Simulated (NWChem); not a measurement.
Program: NWChem. System: fluoroethane (C$_{2}$H$_{5}$F), charge 0, spin multiplicity 1, at a geometry optimised with B3LYP/def2-SVP. Level: RHF/def2-TZVP.

Part of the output:

```
             Northwest Computational Chemistry Package (NWChem) 7.3.0
             --------------------------------------------------------

                                NWChem Input Module
                                -------------------

 Scaling coordinates for geometry "geometry" by  1.889725989
 (inverse scale =  0.529177249)

 Turning off AUTOSYM since
 SYMMETRY directive was detected!

                             Geometry "geometry" -> ""
                             -------------------------

 Output coordinates in angstroms (scale by  1.889725989 to convert to a.u.)

  No.       Tag          Charge          X              Y              Z
 ---- ---------------- ---------- -------------- -------------- --------------
    1 C                    6.0000    -1.18325300     0.26809300     0.00000000
    2 C                    6.0000     0.31955000     0.45192700     0.00000000
    3 F                    9.0000     0.95347800    -0.77849600     0.00000000
    4 H                    1.0000    -1.69043200     1.24643300     0.00000000
    5 H                    1.0000    -1.50727200    -0.29009300    -0.89221500
    6 H                    1.0000    -1.50727200    -0.29009300     0.89221500
    7 H                    1.0000     0.65294700     1.01004700     0.89367300
    8 H                    1.0000     0.65294700     1.01004700    -0.89367300

 Effective nuclear repulsion energy (a.u.)      79.0439817098

            Nuclear Dipole moment (a.u.)
            ----------------------------
        X                 Y               Z
 ---------------- ---------------- ----------------
     0.0000037795    -0.0000056692     0.0000000000

      Symmetry information
      --------------------

 Group name             Cs
 Group number              2
 Group order               2
 No. of unique centers     6

      Symmetry unique atoms

     1    2    3    4    5    7


 Summary of "ao basis" -> "" (spherical)
 ------------------------------------------------------------------------------
       Tag                 Description            Shells   Functions and Types
 ---------------- ------------------------------  ------  ---------------------
 *                         def2-tzvp                  on all atoms

 Summary of "ao basis" -> "ao basis" (spherical)
 ------------------------------------------------------------------------------
       Tag                 Description            Shells   Functions and Types
[...]
    68      0.229855  3 F  px                 9      0.227083  1 C  px
    40     -0.204449  2 C  px                71      0.199572  3 F  px

 Vector   13  Occ=2.000000D+00  E=-4.916835D-01  Symmetry=a"
              MO Center= -7.4D-02,  3.0D-01,  4.4D-15, r^2= 2.4D+00
   Bfn.  Coefficient  Atom+Function         Bfn.  Coefficient  Atom+Function
  ----- ------------  ---------------      ----- ------------  ---------------
    39      0.229947  2 C  pz                70     -0.197796  3 F  pz
    42      0.194481  2 C  pz               113      0.193663  7 H  s
   119     -0.193663  8 H  s                  8     -0.176887  1 C  pz
    73     -0.171617  3 F  pz                11     -0.158250  1 C  pz

 Vector   14  Occ=0.000000D+00  E= 1.426308D-01  Symmetry=a'
              MO Center= -9.0D-01,  7.7D-01, -2.7D-14, r^2= 6.9D+00
   Bfn.  Coefficient  Atom+Function         Bfn.  Coefficient  Atom+Function
  ----- ------------  ---------------      ----- ------------  ---------------
     5      4.813351  1 C  s                 96     -1.918119  4 H  s
   102     -1.722329  5 H  s                108     -1.722329  6 H  s
   114     -1.395690  7 H  s                120     -1.395690  8 H  s
    36      1.335754  2 C  s                 44      0.692258  2 C  py
    43      0.639364  2 C  px                 4     -0.623010  1 C  s

 Vector   15  Occ=0.000000D+00  E= 1.790686D-01  Symmetry=a'
              MO Center= -2.4D-01,  6.1D-01,  2.3D-17, r^2= 8.1D+00
   Bfn.  Coefficient  Atom+Function         Bfn.  Coefficient  Atom+Function
  ----- ------------  ---------------      ----- ------------  ---------------
     5      6.459256  1 C  s                 36     -6.387332  2 C  s
   114      2.016007  7 H  s                120      2.016007  8 H  s
   102     -1.537581  5 H  s                108     -1.537581  6 H  s
    12      1.284484  1 C  px                43      1.287011  2 C  px
    96     -0.980942  4 H  s                 44     -0.611307  2 C  py

 Vector   16  Occ=0.000000D+00  E= 2.037402D-01  Symmetry=a"
              MO Center= -7.9D-02,  7.0D-01,  4.2D-15, r^2= 7.2D+00
   Bfn.  Coefficient  Atom+Function         Bfn.  Coefficient  Atom+Function
  ----- ------------  ---------------      ----- ------------  ---------------
   114      2.125760  7 H  s                120     -2.125760  8 H  s
   102     -1.397956  5 H  s                108      1.397956  6 H  s
    45     -1.337311  2 C  pz                14     -0.525427  1 C  pz
   113     -0.415029  7 H  s                119      0.415029  8 H  s
   101      0.383497  5 H  s                107     -0.383497  6 H  s

 center of mass
 --------------
 x =   0.17011717 y =  -0.13542594 z =   0.00000000

 moments of inertia (a.u.)
 ------------------
          77.087905689882          56.346843213209           0.000000000000
          56.346843213209         165.846848120795           0.000000000000
           0.000000000000           0.000000000000         219.977416142115

  Mulliken analysis of the total density
  --------------------------------------

    Atom       Charge   Shell Charges
 -----------   ------   -------------------------------------------------------
    1 C    6     6.29   0.85  1.12  0.47  0.68  0.06  1.25  1.40  0.37  0.02  0.05  0.00
    2 C    6     5.87   0.85  1.12  0.49  0.64  0.06  1.17  1.21  0.15  0.04  0.12  0.01
    3 F    9     9.32   0.77  1.20  0.59  1.01  0.35  2.24  2.27  0.87  0.00  0.01  0.00
    4 H    1     0.90   0.26  0.49  0.12  0.02
    5 H    1     0.89   0.26  0.49  0.11  0.02
    6 H    1     0.89   0.26  0.49  0.11  0.02
    7 H    1     0.92   0.27  0.51  0.12  0.02
    8 H    1     0.92   0.27  0.51  0.12  0.02

       Multipole analysis of the density wrt the origin
       ------------------------------------------------

     L   x y z        total         open         nuclear
     -   - - -        -----         ----         -------
     0   0 0 0     -0.000000      0.000000     26.000000

     1   1 0 0     -0.442697      0.000000      0.000004
     1   0 1 0      0.686285      0.000000     -0.000006
     1   0 0 1     -0.000000      0.000000      0.000000

     2   2 0 0    -14.767248      0.000000     90.880942
     2   1 1 0      1.082812      0.000000    -27.250287
     2   1 0 1     -0.000000      0.000000      0.000000
     2   0 2 0    -14.387459      0.000000     38.829855
     2   0 1 1     -0.000000      0.000000      0.000000
     2   0 0 2    -13.517012      0.000000     11.389546

 Task  times  cpu:        6.4s     wall:        6.4s

 Total times  cpu:        6.5s     wall:        6.5s
```

Question: Write an NWChem input that would produce this output.

Answer: One answer among several that fit: 
```
start mol
memory heap 200 mb stack 900 mb global 1100 mb
geometry units angstroms nocenter noautoz
  C     -1.183253     0.268093     0.000000
  C      0.319550     0.451927     0.000000
  F      0.953478    -0.778496     0.000000
  H     -1.690432     1.246433     0.000000
  H     -1.507272    -0.290093    -0.892215
  H     -1.507272    -0.290093     0.892215
  H      0.652947     1.010047     0.893673
  H      0.652947     1.010047    -0.893673
  symmetry group Cs
end
basis spherical
  * library def2-tzvp
end
scf
  rhf
  nopen 0
  maxiter 100
  thresh 1e-7
  semidirect memsize 60000000 filesize 0
end
task scf energy
```
